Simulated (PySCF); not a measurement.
# Computed records: AlB2FH4

Calculation on a computer-drawn molecule: the log of a Hartree-Fock and frozen-core CCSD(T) single point meant for a local Hartree-Fock minimum, with one planted fault or none, to be diagnosed. Offsets are logged minus clean, where the clean run is the same molecule without the fault. The reference is restricted for singlets and unrestricted otherwise, and also for a bond in bohr or an excited solution. Adding or removing an electron swaps singlet and doublet. The excited solution moves the top pair (singlet) or top alpha electron (doublet) to the lowest empty orbital. Highest occupied and lowest empty are orbital energies over both spins, largest force is the largest gradient component, triples share is (T) over the correlation energy, the T1 limit is 0.02 restricted and 0.045 unrestricted, electrons count all cores, a negative frequency is imaginary (commonest isotopes), and the dipole is about the centre of nuclear charge. Program: PySCF 2.14.0.

### AlB2FH4

Logged structure:
```xyz
8
AlB2FH4
B      0.2550     1.7933     0.8932
B      0.4096     0.1848     1.2815
Al     1.3728    -1.2828     0.0514
F      3.0055    -1.5054     0.2627
H     -0.6848     2.1982     0.2582
H      1.0959     2.5974     1.2017
H     -0.0523    -0.2154     2.3226
H      0.6936    -2.2006    -1.0350
```

| Item | Value |
| --- | --- |
| meant charge | 0 |
| meant multiplicity | 1 |
| meant basis | cc-pV(D+d)Z |
| logged electrons | 36 |
| logged basis functions | 85 |
| logged SCF converged | yes |
| logged spin squared | 2.0328 |
| logged highest occupied | -7.6143 eV |
| logged lowest empty | -1.1524 eV |
| logged largest force | 0.029518 hartree/bohr |
| logged T1 diagnostic | 0.022175 |
| logged D1 diagnostic | 0.10114 |
| logged triples share | 0.021715 |
| logged CC converged | yes |
| logged dipole magnitude | 1.6962 debye |
| logged SCF stable within its kind | yes |
| logged energy HF | -392.97669 hartree |
| logged energy CCSD(T) | -393.43157 hartree |
| possible faults | no fault, one electron removed, one electron added, multiplicity raised by two, geometry at a saddle point, SCF held on an excited solution, minimal basis STO-3G, one bond length entered in bohr, all coordinates scaled |
| planted fault | withheld |

Drawn bonds:
```csv
atom,other atom,order
1,2,1
2,3,1
3,4,1
1,5,1
1,6,1
2,7,1
3,8,1
```

To be estimated
1. AlB2FH4: planted fault?

Calculated values
1. multiplicity raised by two

Further results for AlB2FH4:

| Property | Result |
| --- | --- |
| HF energy offset from clean run | 61.5 kcal/mol |
| CCSD(T) energy offset from clean run | 66.23 kcal/mol |
